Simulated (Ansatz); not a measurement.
Computed with Ansatz on PBE0-D4/def2-TZVP structures; ΔE is electronic, products minus reactants. CCSD(T)/CBS is the MP2 limit (def2-TZVPP, def2-QZVPP) plus CCSD(T) − MP2 in def2-TZVPP, frozen cores. This one scheme is used for every species, atoms too. DFT in def2-TZVPP. HSE06 is defined as in plane-wave codes. No spin–orbit coupling; open shells (•) take unrestricted orbitals. Spin–orbit coupling would lower the free atoms: a little for Cl, F, Si. One conformer a species, not always the lowest.

Consider the atomization: `F[SiH2]N[Si](F)(Cl)Cl` → 2 Cl• + 2 F• + 3 H• + N• + 2 Si•.

CCSD(T)/CBS gives +3791.1 kJ/mol.

Problem. Another level gave +3737.8 kJ/mol. Which?
A. HSE06-D4/def2-TZVPP
B. PBE0/def2-TZVPP
C. CCSD/def2-TZVPP
D. B2PLYP/def2-TZVPP

Solution. A. HSE06-D4 3737.8, CCSD/def2-TZVPP 3592.3, PBE0 3706.3, B2PLYP 3713.7 kJ/mol.

Largest T1 diagnostic among the species: 0.012.

Leaving LDA and LC-ωPBE aside and taking each functional with its dispersion term where it has one, the values, not all of them listed here, spread over 161.8 kJ/mol, from BHLYP-D4 to PBE-D4. LDA lies +526.3 kJ/mol from PBE without D4, its usual overbinding. In def2-TZVPP, CCSD(T) changes the Hartree–Fock value by +895.4 kJ/mol (the triples alone add +62.9 kJ/mol) and MP2 by +1027.7 kJ/mol; breaking electron pairs costs correlation energy, which Hartree–Fock lacks. At CCSD(T), def2-SVP lies −375.2 kJ/mol from the extrapolated value and def2-TZVPP −135.9 kJ/mol: correlation converges slowly with the basis, and small sets miss more of it in the bonded molecule than in its fragments.

For atomizations the MP2-based limit and the directly extrapolated one differ by several kJ/mol either way, and by 10 to 25 for some Ge, Se and Sn compounds, so smaller differences from it don't rank the levels.
